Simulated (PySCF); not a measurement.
A run for PySCF: R-M06-2X/6-31G* on BrGaH2O2 (SMILES [OH][Ga]([OH])[Br]), a point of a torsion scan.

```python
from pyscf import gto, scf, dft, mp
from pyscf.data.elements import chemcore

mol = gto.M(
    atom='''
    O    -1.03881953   -1.04162181    0.45315558
    Ga   -0.41445666    0.55090263    0.19696768
    O     0.87817717    0.99083517   -0.87322374
    Br   -1.21941172    2.21581419    1.46821834
    H    -1.49542325   -1.65126038   -0.11992776
    H     1.38195510    0.38177364   -1.40998471
    ''',
    basis='6-31g*',
    cart=True,
    charge=0, spin=0, verbose=3, max_memory=1800)
mf = dft.RKS(mol, xc='m062x')
mf.conv_tol = 1e-8
mf.max_cycle = 100
mf.kernel()
if not mf.converged:
    mf = mf.newton().run(mf.mo_coeff, mf.mo_occ)
```

Program output:

```
converged SCF energy = -4650.14819333985
```

The run converged.

Cost: very roughly 19 core-seconds.
